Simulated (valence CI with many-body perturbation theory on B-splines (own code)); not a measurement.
**Ge XXVIII: one-electron terms**

Computed by configuration interaction combined with many-body perturbation theory (CI+MBPT): three valence electrons over a frozen Dirac-Fock core [He], radial functions for each j: 11 s, 11 p, 9 d, 7 f, 5 g, 2 h, 1 i, with the one-electron correlation potential Σ1 (screened to all orders), the two-electron term Σ2, the three-electron term Σ3, Breit, model QED; selected single and double excitations, second order for the rest (own B-spline code, finite nucleus).

The last digits are not significant, and no measured levels were compared; by estimate large intervals hold to a few tenths of a per cent, small ones and those within an open d or f shell to about a per cent.

These are the spectroscopic orbitals of the CI (the correlating ones are not listed), shaped by the core and the other valence electrons. h is the expectation value of the core's Dirac-Fock operator, without the valence repulsion; Σ1 is computed up to l = 3 at one energy for each symmetry, that of its lowest orbital but kept below the first core excitation, so for empty shells it is not the orbital's own correlation shift; Breit and QED include the response of the core.

```
Orbital  h (hartree)  Σ1 (cm⁻¹)  Breit (cm⁻¹)  QED (cm⁻¹)  ⟨r⟩ (bohr)
  2s1/2      -117.41      -1242          8200        7489      0.1952
  3s1/2      -51.472       -298          2297        2163      0.4504
  4s1/2      -28.725       -115           920         879      0.8157
  5s1/2      -18.295      -56.4           461         443       1.286
  2p1/2      -115.11      -2813         16045        -379      0.1656
  3p1/2      -50.813       -612          4385        -114      0.4253
  4p1/2      -28.453       -232          1772       -47.1      0.7937
  5p1/2      -18.157       -114           890       -23.9       1.268
  2p3/2      -113.63      -2577          6882         297      0.1686
  3p3/2      -50.377       -560          1839        77.5      0.4294
  4p3/2      -28.269       -213           767        31.2      0.7992
  5p3/2      -18.064       -104           385        15.7       1.275
  3d3/2      -50.094       -253           146       -26.9      0.3662
  4d3/2       -28.15       -107          79.6       -10.3      0.7387
  5d3/2      -18.003      -54.7          43.3        -5.1       1.217
  3d5/2       -49.96       -246          46.1        36.9      0.3676
  4d5/2      -28.093       -103          24.8        16.3      0.7405
  5d5/2      -17.974      -52.9          13.1         8.5       1.219
  4f5/2      -28.058      -21.4           0.8        -6.9      0.6398
  5f5/2      -17.957      -12.0           0.7        -3.5       1.120
  4f7/2       -28.03      -21.1           0.2         5.7      0.6407
  5f7/2      -17.943      -11.9           0.2         3.0       1.121
  5g7/2      -17.937                      0.0        -2.1      0.9805
  5g9/2      -17.929                      0.0         1.7      0.9812
```

Among the shells of the start configuration 2s2 2p1, Σ1 is largest in size for 2p1/2, where it is 0.011 % of h.

Lowest root of each symmetry, sizes in configuration state functions:

```json
{"J": "1/2", "Parity": "even", "Roots": "15", "Reference": "50", "Variational": "9673", "Second order": "10718", "Change by selected CI (cm⁻¹)": "-5514", "Change by second order (cm⁻¹)": "0"}
{"J": "3/2", "Parity": "even", "Roots": "19", "Reference": "70", "Variational": "15457", "Second order": "25970", "Change by selected CI (cm⁻¹)": "-4456", "Change by second order (cm⁻¹)": "-1"}
{"J": "5/2", "Parity": "even", "Roots": "14", "Reference": "66", "Variational": "16605", "Second order": "37013", "Change by selected CI (cm⁻¹)": "-5573", "Change by second order (cm⁻¹)": "-1"}
{"J": "7/2", "Parity": "even", "Roots": "4", "Reference": "41", "Variational": "11476", "Second order": "28341", "Change by selected CI (cm⁻¹)": "-6813", "Change by second order (cm⁻¹)": "-4"}
{"J": "9/2", "Parity": "even", "Roots": "2", "Reference": "23", "Variational": "6804", "Second order": "25960", "Change by selected CI (cm⁻¹)": "-10596", "Change by second order (cm⁻¹)": "-3"}
{"J": "1/2", "Parity": "odd", "Roots": "15", "Reference": "48", "Variational": "9487", "Second order": "15189", "Change by selected CI (cm⁻¹)": "-8174", "Change by second order (cm⁻¹)": "0"}
{"J": "3/2", "Parity": "odd", "Roots": "22", "Reference": "72", "Variational": "15664", "Second order": "35068", "Change by selected CI (cm⁻¹)": "-8059", "Change by second order (cm⁻¹)": "-1"}
{"J": "5/2", "Parity": "odd", "Roots": "14", "Reference": "62", "Variational": "16623", "Second order": "40176", "Change by selected CI (cm⁻¹)": "-13827", "Change by second order (cm⁻¹)": "-1"}
{"J": "7/2", "Parity": "odd", "Roots": "6", "Reference": "43", "Variational": "12242", "Second order": "34710", "Change by selected CI (cm⁻¹)": "-8601", "Change by second order (cm⁻¹)": "-2"}
{"J": "9/2", "Parity": "odd", "Roots": "2", "Reference": "20", "Variational": "7324", "Second order": "17843", "Change by selected CI (cm⁻¹)": "-7138", "Change by second order (cm⁻¹)": "-3"}
```
